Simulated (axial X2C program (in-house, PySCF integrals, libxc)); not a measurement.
Worked dissociation energy of SnP: CCSD(T), scalar-relativistic

All values were computed with an axial X2C code built on PySCF integrals. Spin-free means the one-electron spin-free X2C Hamiltonian. Basis: Sn dyall-cv3z [11s12p9d4f1g], P dyall-v3z [8s7p2d1f] (cores contracted in-house); Gaussian nuclei, density fitting, unrestricted open shells. Masses: Sn 119.902 u, P 30.974 u.

Molecular state: M_S = 1/2, Λ = 1 (beyond evenly filled blocks: π+α, π+β, π-α).

Correlated methods: 9 electrons correlated (number of frozen shells: Sn 4 s, 3 p, 2 d; P 2 s, 1 p), 229 virtual spin orbitals or spinors in MP2, 90 natural virtuals in coupled cluster.

```
E(Sn) (2M_S = 2, M_L = 0) : -6173.891558 hartree
E(P) (2M_S = 3, M_L = 0)  : -341.642356 hartree
E(SnP) at Re              : -6515.623887 hartree
ωe                        : 410.1 cm⁻¹
ωexe                      : 1.84 cm⁻¹
```

Problem. Work out De and D0.

Solution. De = -6173.891558 + (-341.642356) − (-6515.623887) = 0.08997 hartree = 2.448 eV. The zero-point energy is ωe/2 − ωexe/4 = 205 cm⁻¹ = 0.025 eV, so D0 = 2.423 eV.

The state is one determinant whose occupation by symmetry is held fixed; it was picked as the lowest of a PBE0 search that is not exhaustive. Dissociation energies refer to the lowest single-determinant-based atoms at the same level and basis. Coupled cluster ran in a truncated set of natural virtual spinors; the MP2 energy of the rest was added. (T) has no such correction and the atoms are truncated less, which lowers De at CCSD(T) by a hundredth of an eV or more. PBE0 can misorder states that lie within some tenths of an eV, so this need not be the ground state of the molecule. The nearest other spin-free determinant of the search, M_S = 1/2, Λ = 0, lies 0.30 eV up at the distance of the search. The determinant is spin-polarised beyond a pure state at some levels (its spin-free form has ⟨S²⟩ too high), which makes Re and μ there less reliable. The T1 diagnostic is large, a sign of multireference character. With the outer-core shells frozen, correlated bond lengths of heavy atoms tend to come out a few hundredths of an ångström too long. Spin-free De lacks the spin–orbit lowering of the heavy p-block atom, a tenth of an eV or more for 4p and 5p, up to an eV for 6p and one to two eV for 7p atoms, less what an open-shell molecule gains itself.

Each atomic determinant is the lowest at this level and need not be a pure term. Totals compare only within one Hamiltonian and basis.
